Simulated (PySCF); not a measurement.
**Hg²⁺: excitation energy**

Hg²⁺ [Xe] 4f14 5d10 (1S) → Hg²⁺ [Xe] 4f14 5d9 6p1 (high-spin determinant), as a difference of total energies. Computed with PySCF 2.14 in def2-TZVPPD with the def2 core potential (60 electrons) (6s6p3d2f1g, 62 functions), with scalar relativity through the core potential. Correlated levels: valence: 5s2 5p6 frozen. The calculations carry no spin-orbit coupling.

```csv
method,excitation energy (eV)
UHF,14.165
MP2 (valence),15.092
SCS-MP2 (valence),15.105
CCSD (valence),14.851
CCSD(T) (valence),14.858
```

**Question.** How much does correlation contribute at CCSD(T) (valence)?

**Answer.** 14.858 − (14.165) = 0.693 eV, measured against UHF.

The determinant of the upper state mixes LS terms, which raises its energy above the lowest term, most at the Hartree-Fock and MP2 levels.
